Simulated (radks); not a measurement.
Values are calculated unless marked as measured or tabulated.
Ionisation of Co3+, [Ar] 3d6, to Co4+, [Ar] 3d5, under several functionals. Non-relativistic Kohn-Sham, spin-polarised, spherical densities, point nucleus; open shells are filled with parallel spins first; a radial shooting solver on a logarithmic mesh with Libxc functionals.

\begin{tabular}{lrrrrrr}
functional & E(Co3+) (hartree) & Exc (hartree) & IE (eV) & -e(HOMO) (eV) & <r> HOMO (bohr) & IE error (eV) \\ \hline
PBEsol & -1379.08374 & -56.75366 & 52.260 & 42.634 & 0.9536 & +0.990 \\
TPSS & -1380.59067 & -58.29116 & 51.977 & 42.381 & 0.9570 & +0.707 \\
BLYP & -1380.61992 & -58.31012 & 52.372 & 42.722 & 0.9605 & +1.102 \\
r2SCAN & -1380.53064 & -58.25929 & 51.080 & 41.727 & 0.9570 & -0.190 \\
revTPSS & -1380.18772 & -57.87647 & 51.691 & 42.143 & 0.9572 & +0.421 \\
exchange-only LDA & -1375.79914 & -53.40144 & 50.506 & 40.998 & 0.9595 & -0.764 \\
RPBE & -1380.50926 & -58.20808 & 52.175 & 42.550 & 0.9585 & +0.905 \\
LDA (Slater exchange, Perdew-Wang correlation) & -1377.94611 & -55.59009 & 52.765 & 43.115 & 0.9544 & +1.495 \\
MS2 meta-GGA & -1380.41042 & -58.11762 & 51.081 & 41.727 & 0.9629 & -0.189 \\
\end{tabular}

NIST Atomic Spectra Database: 51.3 eV (semi-empirical). Closest: MS2 meta-GGA. The Delta-SCF values span 2.26 eV, the total energies 4.82 hartree. The highest occupied level is 3d. Open shells are spherical and high-spin; term and fine-structure splittings are not resolved.
